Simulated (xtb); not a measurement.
Here is a job for xtb.
```
$ xtb mol.xyz --gfn 0 --chrg -1 --uhf 1 --json

# file mol.xyz
7

F      0.67469720    -0.51413191    -1.55482398
S     -0.00000000    -0.00000000    -0.00000000
F      1.44577462    -0.60277396     0.82669513
F     -0.76911961    -1.58409516     0.19006075
F     -1.44577462     0.60277396    -0.82669513
F      0.76911961     1.58409516    -0.19006075
F     -0.67469720     0.51413191     1.55482398
```

### Question
Predict the total energy from GFN0-xTB in xtb 6.7.1.

### Answer
-27.827950 Ha

### Question
Predict the partial charges in atom order from GFN0-xTB.

### Answer
F1 -0.31, S2 0.85, F3 -0.31, F4 -0.31, F5 -0.31, F6 -0.31, F7 -0.31
